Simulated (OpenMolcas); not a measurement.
# Er3+: moving or changing the point charges

Er3+ among 2 point charges of -0.5 e arranged as a linear pair (D∞h), 2.33 Å from the ion.

```json
{"Program": "OpenMolcas 26.06", "Method": "CASSCF", "Basis": "ANO-RCC-VDZP [7s6p4d2f1g]", "Scalar Hamiltonian": "DKH2, point nucleus", "Active space": "11 electrons in 7 orbitals (4f)", "State averaging": "2S+1 = 4 odd, 35 roots (30 in the spin-orbit step); 2S+1 = 2 odd, 67 roots kept (CI in the orbitals of an earlier block)", "Spin-orbit coupling": "state interaction with AMFI integrals over the reference wave functions"}
```

Runs around this geometry, states (labels by Λ). Energies in cm-1 above the lowest state or level, χT in cm3 K/mol.

| R (Å) | Ground state | First state of that spin | First gap with spin-orbit (degeneracies) | Width of lowest J | χT at 300 K |
| --- | --- | --- | --- | --- | --- |
| 2.33 | 4Σ | 4Π 10.9 | 12.9 (2, 2) | 394 | 11.413 |
| 2.5 | 4Σ | 4Π 8.3 | 10.1 (2, 2) | 317 | 11.421 |
| 2.69 | 4Σ | 4Π 6.3 | 7.9 (2, 2) | 254 | 11.426 |

Taking the width of the lowest J multiplet as R^-n, n = -ln(254 / 394) / ln(2.69 / 2.33) = 3.1 between the shortest and longest distance.

High states are left out of the spin-orbit mixing, which shifts the levels that they would mix with. This is an electrostatic model: the charges have no orbitals. No measured value stands beside these numbers.
